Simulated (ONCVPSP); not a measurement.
**Al: one change to an ONCV potential, before and after**

```json
{"Element": "aluminium (Al)", "Generator": "ONCVPSP 4.0.1", "Type": "optimised norm-conserving Vanderbilt (ONCV)", "Functional": "LDA (Perdew-Zunger)", "Relativity": "scalar-relativistic", "Frozen core": "[Ne]", "Valence charge": "3", "Reference configuration": "3s2 3p1", "Partial waves": "3s: rc 2.25 bohr, ncon 4, nbas 8, qcut 2.9 1/bohr, 2 projectors, debl 3.2 Ha; 3p: rc 2.50 bohr, ncon 4, nbas 8, qcut 4 1/bohr, 2 projectors, debl 4 Ha", "Local potential": "polynomial inside 1.75 bohr (lpopt 4, dvloc0 2 Ha)", "Core correction": "Teter function, fcfact 6, rcfact 1.7"}
```

Change: all radii but the core radius scaled by about 1.28 (s 2.88, p 3.20 bohr); local potential polynomial inside 2.24 bohr (lpopt 4, dvloc0 2 Ha).

Cutoffs: the cutoffs (Ha) at which the residual kinetic energy of the hardest occupied pseudo-wave falls to 1 and 0.1 mHa per electron; they do not see the model core or the augmentation charge, which bear on the density cutoff. Errors are all-electron minus pseudo energies relative to the spin-unpolarised reference configuration.

Question: What does the change do?

Answer: The potential gets softer (5.3 Ha and 29 Ha → 3.1 Ha and 4.8 Ha); of the 4 tests that both files solve, the error grows in 1 and shrinks in 1 by more than 15 % and 0.3 meV (median size 22.7 → 30.9 meV); neither file shows a bound ghost. A larger radius leaves more room for a smooth pseudo-wave, so fewer plane waves are needed.

```tsv
quantity	base	changed
cutoff, loose	5.3 Ha	3.1 Ha
cutoff, tight	29 Ha	4.8 Ha
loose cutoff by channel	s 5.3 Ha, p 2.2 Ha	s 3.1 Ha, p 2.1 Ha
bound ghosts	none	none
GHOST(+) flags under 300 eV	none	none
error for 3s2 3p0, meV [ΔE 5.85 eV]	-11	-7.7
error for 3s1 3p0, meV [ΔE 25.22 eV]	-161	-184
error for 3s2 3p0.5, meV [ΔE 2.13 eV]	-1.6	-1.4
error for 3s1 3p1, meV [ΔE 11.67 eV]	-35	-54
rms error of d²Exc/dni dnj with the model core, mHa	3.81	4.09
```

Base: The cutoffs count occupied waves only; projector 2 of the s channel, the hardest unoccupied one, needs 41 Ha at the loose tolerance. Changed file: The cutoffs count occupied waves only; projector 2 of the s channel, the hardest unoccupied one, needs 27 Ha at the loose tolerance.
